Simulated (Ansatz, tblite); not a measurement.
Spin states of the cluster B₂As₃⁻, each relaxed with PBE-D4/def2-SVPD in Ansatz. Electronic energies in the gas phase.

The 6-31G sets use Cartesian d functions. The xTB rows come from tblite. B3LYP takes the VWN-RPA correlation. Correlated methods freeze 29 core orbitals; core or outer-core shells of As are correlated, in sets that lack core-valence functions. The structure comes from a short search, and lower isomers may exist.

Singlet geometry:

```xyz
5

B    -0.2119   -0.1229   -0.6369
B     0.6329   -0.5806    0.8492
As   -0.6265    0.8377    1.3522
As   -0.6038    1.7350   -0.9995
As    0.8093   -1.8692   -0.5650
```

Triplet geometry (Cs within 0.1 Å):

Cartesian coordinates in Å:
```
B -0.569 -0.120 0.060
B 0.937 -0.529 -0.720
As 1.271 1.016 0.505
As -1.067 1.265 1.385
As -0.572 -1.632 -1.231
```

Quintet geometry:

```xyz
5

B    -0.240   -0.115    0.613
B    -0.047   -1.156   -0.654
As   -0.522    0.689   -1.442
As   -0.787    1.754    0.898
As    1.596   -1.172    0.584
```

⟨S²⟩: triplet 2.03 at PBE0-D4/def2-TZVPD (pure 2.00), quintet 6.03 at PBE0-D4/def2-TZVPD (pure 6.00).

Run but left out: HF/6-31G (singlet: restricted singlet, unstable in another Hartree–Fock run and untested here); HF/def2-TZVPD (singlet: restricted singlet, unstable towards broken spin symmetry); MP2/def2-TZVPD (triplet: ⟨S²⟩ 2.20, where a pure state has 2.00); MP2/def2-TZVPD (quintet: ⟨S²⟩ 6.17, where a pure state has 6.00).

Only these spin states were relaxed.

Task: Estimate which spin state lies lowest at each of these levels, and by how much: GFN1-xTB; GFN2-xTB; PBE-D4/def2-TZVPD; r2SCAN-D4/def2-TZVPD; B3LYP-D4/6-31G; PBE0-D4/def2-TZVPD; BHLYP-D4/def2-TZVPD; B2PLYP/def2-TZVPD.

Result: 
```csv
level,triplet − singlet (kcal/mol),quintet − singlet (kcal/mol),lowest of these,remarks
GFN1-xTB,18.4,67.0,singlet,–
GFN2-xTB,22.0,78.7,singlet,–
PBE-D4/def2-TZVPD,7.4,49.1,singlet,"HOMO above zero (quintet), HOMO above zero (triplet)"
r2SCAN-D4/def2-TZVPD,4.6,45.0,singlet,HOMO above zero (quintet)
B3LYP-D4/6-31G,7.6,46.8,singlet,HOMO above zero (quintet)
PBE0-D4/def2-TZVPD,5.6,45.7,singlet,–
BHLYP-D4/def2-TZVPD,5.0,44.0,singlet,–
B2PLYP/def2-TZVPD,9.3,52.5,singlet,–
```

Change of the quintet − singlet gap on mixing in exact exchange, in kcal/mol: PBE to PBE0 (25 % exact exchange) -3.4. The xTB methods have no term that favours high spin, so they put low spin too low.
